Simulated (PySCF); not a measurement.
# Frontier levels across methods

Species: C₃H₇NSSi.
Cartesian coordinates in Å at the PBE0-D3(BJ)/def2-SVP level; atoms count from 1:
```
atom  x, y, z in Å
C1     2.7448    0.0583    0.1690
C2     1.4373   -0.2032    0.0494
C3     0.5489    0.6534   -0.7413
N4    -0.6954    0.5043   -0.9402
Si5   -1.8776   -0.6439   -0.3981
S6    -3.3779    0.4261    0.6937
H7     3.1908    0.9281   -0.3249
H8     3.4106   -0.5776    0.7572
H9     0.9931   -1.0738    0.5440
H10    1.0567    1.5229   -1.2078
H11   -2.4207   -1.2818   -1.6302
H12   -1.4458   -1.7121    0.5608
H13   -3.5525    1.3516   -0.2758
```

Basis pcSseg-1 throughout (PySCF), one geometry. Isolated species at its PBE0-D3(BJ)/def2-SVP geometry (one conformer only).

Q: How do the orbital energies, the gap and the dipole change with the method?

A: 
```csv
method,kind,HOMO (eV),LUMO (eV),gap (eV),μ (D),SCF cycles
BLYP,GGA,-5.67,-2.67,3.00,2.80,16
OPBE,GGA,-5.79,-2.80,2.99,2.92,16
PBE,GGA,-5.81,-2.86,2.95,2.85,16
B97-D,GGA,-5.81,-2.75,3.06,2.91,16
BP86,GGA,-5.93,-2.96,2.97,2.89,15
LDA,LDA,-5.93,-3.10,2.84,2.87,15
KT3,GGA,-5.93,-2.77,3.17,2.82,16
KT2,GGA,-5.95,-2.80,3.15,2.84,16
B97-2,global hybrid,-6.95,-1.96,4.99,3.08,13
B3LYP,global hybrid,-6.96,-2.09,4.87,3.00,14
PBE0,global hybrid,-7.22,-1.92,5.30,3.09,14
mPW1PW91,global hybrid,-7.25,-1.93,5.32,3.11,13
BHandHLYP,global hybrid,-8.39,-0.77,7.62,3.24,12
CAM-B3LYP,range-separated hybrid,-8.57,-0.74,7.83,3.11,12
wB97X-D,range-separated hybrid,-9.12,-0.17,8.95,3.24,14
LC-wPBE,range-separated hybrid,-9.97,0.31,10.27,3.26,14
HF,Hartree–Fock,-10.05,1.98,12.04,3.65,11
```

The HOMO spans 4.39 eV, from BLYP down to HF, and the gap runs from 2.84 eV (LDA) to 12.04 eV (HF). Over the methods BLYP (0 %), OPBE (0 %), PBE (0 %), B97-D (0 %), BP86 (0 %), LDA (0 %), KT3 (0 %), KT2 (0 %), B97-2 (21 %), B3LYP (20 %), PBE0 (25 %), mPW1PW91 (25 %), BHandHLYP (50 %), HF (100 %), a straight line through the gap against the share of exact exchange rises by 0.91 eV for each 10 % (correlation coefficient 0.999). The dipole ranges from 2.80 D (BLYP) to 3.65 D (HF). This basis has no diffuse functions.
